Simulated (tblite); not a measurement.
A geometry optimisation, step by step.

C4H12FNSi3.
Atom-mapped SMILES: `[F:1][C@@H:2]1[CH:3]=[CH:4][CH2:5][Si@@H:6]1[N:7]([SiH3:8])[SiH3:9]` (hydrogens: H10 on C2; H11 on C3; H12 on C4; H13, H14 on C5; H15 on Si6; H16, H17, H18 on Si8; H19, H20, H21 on Si9)

Computed with GFN2-xTB (tblite), gas phase: L-BFGS steps from a force-field or distance-geometry start until the largest atomic force falls under 0.01 eV/Å. 5 of its 249 geometries are shown.

Step 0: E = -749.0402 eV, largest atomic force 3.398 eV/Å
```
atom  x, y, z in Å  |  force x, y, z in eV/Å
F1      0.870   -2.617    0.168    0.118  -0.395  -0.143
C2      1.352   -1.496   -0.481    0.404  -0.623   0.126
C3      2.434   -0.850    0.311    1.113  -2.949   0.479
C4      2.481    0.436    0.343    1.742   2.694   1.120
C5      1.469    1.212   -0.376   -1.001   0.783  -0.848
Si6     0.133   -0.114   -0.591   -1.194   1.313   0.771
N7     -0.962    0.061    0.775   -1.430   0.036  -1.350
Si8    -1.821    1.635    0.523   -0.037  -0.573  -0.042
Si9    -2.275   -1.170    0.581    0.100   0.273   0.545
H10     1.682   -1.788   -1.488    0.122  -0.311   0.300
H11     3.170   -1.496    0.849   -0.744   0.509  -0.551
H12     3.274    0.972    0.933   -0.777  -0.483  -0.646
H13     1.066    2.076    0.196    0.808  -0.407  -0.496
H14     1.790    1.536   -1.397    0.080   0.073   0.954
H15    -0.540   -0.007   -1.867   -0.132  -0.113  -0.592
H16    -2.902    1.799    1.518    0.423  -0.066  -0.226
H17    -0.837    2.709    0.537   -0.156   0.039   0.123
H18    -2.385    1.498   -0.858    0.041   0.368   0.483
H19    -3.364   -0.777    1.498    0.219  -0.041  -0.100
H20    -1.838   -2.507    0.924    0.242  -0.017  -0.040
H21    -2.807   -1.094   -0.792    0.059  -0.111   0.131
```

Step 62: E = -749.9994 eV, largest atomic force 0.050 eV/Å
```
atom  x, y, z in Å  |  force x, y, z in eV/Å
F1      0.777   -2.530    0.431   -0.009  -0.012   0.036
C2      1.285   -1.510   -0.365    0.006  -0.031   0.002
C3      2.488   -0.902    0.281    0.008  -0.027  -0.007
C4      2.595    0.415    0.287    0.005  -0.010   0.005
C5      1.505    1.237   -0.325    0.025  -0.006   0.009
Si6     0.122   -0.017   -0.726    0.026   0.031  -0.015
N7     -1.310    0.126    0.238    0.012   0.013  -0.018
Si8    -1.974    1.732    0.450   -0.025   0.030   0.009
Si9    -2.336   -1.276    0.539   -0.011  -0.010  -0.044
H10     1.573   -2.017   -1.295    0.026   0.010  -0.029
H11     3.217   -1.562    0.727    0.001  -0.012  -0.012
H12     3.448    0.915    0.726   -0.027   0.029  -0.026
H13     1.222    2.039    0.356    0.005  -0.013  -0.002
H14     1.871    1.722   -1.231    0.011  -0.006   0.015
H15    -0.196   -0.004   -2.169   -0.016  -0.017   0.010
H16    -2.850    1.686    1.614   -0.037   0.001   0.015
H17    -0.879    2.669    0.686   -0.004   0.024   0.012
H18    -2.695    2.143   -0.759   -0.008  -0.029   0.009
H19    -3.365   -0.822    1.476    0.010  -0.020  -0.023
H20    -1.554   -2.362    1.107   -0.018   0.040   0.012
H21    -2.953   -1.666   -0.738    0.022   0.015   0.042
```

Step 124: E = -750.0680 eV, largest atomic force 0.088 eV/Å
```
atom  x, y, z in Å  |  force x, y, z in eV/Å
F1      0.636   -2.190    0.754   -0.009  -0.001  -0.015
C2      1.142   -1.476   -0.338   -0.021  -0.020   0.020
C3      2.522   -0.989   -0.027    0.024   0.006  -0.043
C4      2.722    0.316    0.058   -0.013  -0.006   0.058
C5      1.570    1.254   -0.125   -0.033   0.021  -0.010
Si6     0.144    0.124   -0.695   -0.014  -0.010   0.015
N7     -1.347    0.180    0.173   -0.003   0.027  -0.021
Si8    -2.085    1.735    0.472   -0.001  -0.016   0.007
Si9    -2.251   -1.292    0.524    0.058   0.065   0.009
H10     1.156   -2.203   -1.156    0.020  -0.008  -0.015
H11     3.300   -1.721    0.134    0.025   0.019   0.010
H12     3.696    0.734    0.275   -0.020  -0.017  -0.001
H13     1.371    1.770    0.818   -0.003  -0.044  -0.001
H14     1.827    2.034   -0.842   -0.001  -0.025  -0.027
H15    -0.085    0.245   -2.148    0.031   0.004  -0.017
H16    -2.922    1.596    1.660   -0.001   0.030   0.001
H17    -1.016    2.710    0.677   -0.009   0.009   0.007
H18    -2.877    2.119   -0.701   -0.007   0.004   0.013
H19    -3.662   -0.921    0.399   -0.035  -0.029   0.002
H20    -1.935   -1.718    1.881    0.002  -0.010   0.030
H21    -1.914   -2.290   -0.485    0.010  -0.001  -0.021
```

Step 186: E = -750.0801 eV, largest atomic force 0.044 eV/Å
```
atom  x, y, z in Å  |  force x, y, z in eV/Å
F1      0.521   -2.404    0.335   -0.025  -0.017   0.010
C2      1.154   -1.471   -0.488    0.013  -0.014  -0.009
C3      2.425   -1.010    0.150    0.016   0.020   0.021
C4      2.619    0.289    0.293    0.019  -0.017  -0.036
C5      1.574    1.248   -0.184   -0.013  -0.011  -0.013
Si6     0.143    0.139   -0.783    0.004  -0.013   0.032
N7     -1.314    0.200    0.142   -0.025   0.009   0.005
Si8    -2.090    1.739    0.427    0.002  -0.028   0.006
Si9    -2.156   -1.282    0.599    0.014   0.033  -0.007
H10     1.372   -2.024   -1.408   -0.008  -0.002  -0.036
H11     3.126   -1.759    0.489    0.008   0.009   0.007
H12     3.520    0.691    0.734    0.014   0.000   0.025
H13     1.316    1.942    0.616   -0.030  -0.003   0.006
H14     1.980    1.853   -0.995    0.013   0.035  -0.006
H15    -0.121    0.304   -2.224    0.006   0.002  -0.010
H16    -2.709    1.692    1.749   -0.002   0.007   0.021
H17    -1.067    2.778    0.364    0.029   0.028  -0.011
H18    -3.092    1.972   -0.615   -0.020   0.005  -0.015
H19    -3.561   -0.908    0.776   -0.023   0.015   0.005
H20    -1.600   -1.766    1.856   -0.001  -0.015   0.008
H21    -2.048   -2.207   -0.522    0.008  -0.041  -0.004
```

Step 248: E = -750.0957 eV, largest atomic force 0.008 eV/Å
```
atom  x, y, z in Å  |  force x, y, z in eV/Å
F1      0.492   -2.513   -0.032    0.006   0.000  -0.001
C2      1.186   -1.457   -0.621   -0.003  -0.006   0.001
C3      2.342   -1.053    0.238   -0.001   0.001   0.002
C4      2.509    0.232    0.500    0.001   0.001  -0.006
C5      1.538    1.226   -0.060   -0.003   0.003  -0.003
Si6     0.167    0.158   -0.849   -0.003  -0.003  -0.001
N7     -1.340    0.198   -0.003   -0.001  -0.004   0.006
Si8    -2.079    1.753    0.298   -0.002  -0.003   0.004
Si9    -2.100   -1.267    0.617   -0.001  -0.006  -0.001
H10     1.546   -1.864   -1.573   -0.001  -0.001  -0.003
H11     2.991   -1.828    0.619   -0.001   0.000   0.006
H12     3.331    0.593    1.102    0.002   0.005   0.001
H13     1.184    1.893    0.728   -0.004  -0.003   0.003
H14     2.042    1.859   -0.792    0.008   0.000  -0.002
H15    -0.031    0.426   -2.283    0.001   0.003  -0.003
H16    -1.937    2.101    1.715    0.002  -0.001  -0.001
H17    -1.382    2.724   -0.543    0.008   0.002  -0.001
H18    -3.490    1.673   -0.075   -0.007  -0.001   0.003
H19    -3.454   -0.866    1.007   -0.001   0.002  -0.003
H20    -1.368   -1.737    1.790   -0.001   0.004   0.000
H21    -2.155   -2.234   -0.474    0.000   0.006  -0.001
```

Question: Summarise the path.

Answer: The energy falls by 1.0555 eV from step 0 to step 248; nine tenths of that is first reached at step 33. It rises by more than 0.2 meV at steps 72, 75 and 78. The largest force goes from 3.398 to 0.008 eV/Å. Among the bonds C2–Si6 changes most, from 1.846 to 1.923 Å; the atoms move by 0.739 Å rms after alignment.

The cost below is that of the whole relaxation. The run took 4.9 s of wall time on Arm Neoverse N1, one thread, no GPU (shared host).
